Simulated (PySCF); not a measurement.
# Energy of Mo⁻ (molybdenum, charge -1) between two integer charges

The 5s beta orbital of [Kr] 4d5 5s2 is emptied in steps (occupation f), with all orbitals relaxed, ending at [Kr] 4d5 5s1. Computed with PySCF 2.14 in aug-cc-pVDZ-PP with ECP28MDF, with scalar relativity through the core potential. The exact energy is a straight line in f; departures are measured from the line between the end points of the same method.

| f | PBE0 (eV) | r2SCAN (eV) | LC-wPBE (eV) |
| --- | --- | --- | --- |
| 1 | 0.000 | 0.000 | 0.000 |
| 0.8 | -0.185 | -0.208 | 0.025 |
| 0.6 | -0.282 | -0.305 | 0.037 |
| 0.4 | -0.284 | -0.290 | 0.037 |
| 0.2 | -0.186 | -0.171 | 0.026 |
| 0 | 0.000 | 0.000 | 0.000 |

Question: For r2SCAN, how does the orbital energy at f = 1 compare with the removal energy?

Answer: −ε = -0.996 eV against a total-energy difference of 0.319 eV. By Janak's theorem ε = ∂E/∂f, so the gap between them reflects the curvature. Along the path −ε is -0.443 (f = 0.8), 0.113 (f = 0.6), 0.665 (f = 0.4), 1.131 (f = 0.2) eV.

| method | E(f=0) − E(f=1) (eV) | −ε at f=1 (eV) | −ε at f=0.4 (eV) |
| --- | --- | --- | --- |
| PBE0 | 0.343 | -0.791 | 0.580 |
| r2SCAN | 0.319 | -0.996 | 0.665 |
| LC-wPBE | 0.177 | 0.335 | 0.150 |

As f goes to zero the orbital energy of a semilocal functional can turn back, because the density of that orbital vanishes from the exchange-correlation potential.

At f = 1 the orbital energy is positive for PBE0, r2SCAN: only the finite basis holds the electron.

Reference removal energy between the ground levels: 0.747 eV (measured; photodetachment measurements, as compiled on the Wikipedia data page of electron affinities).
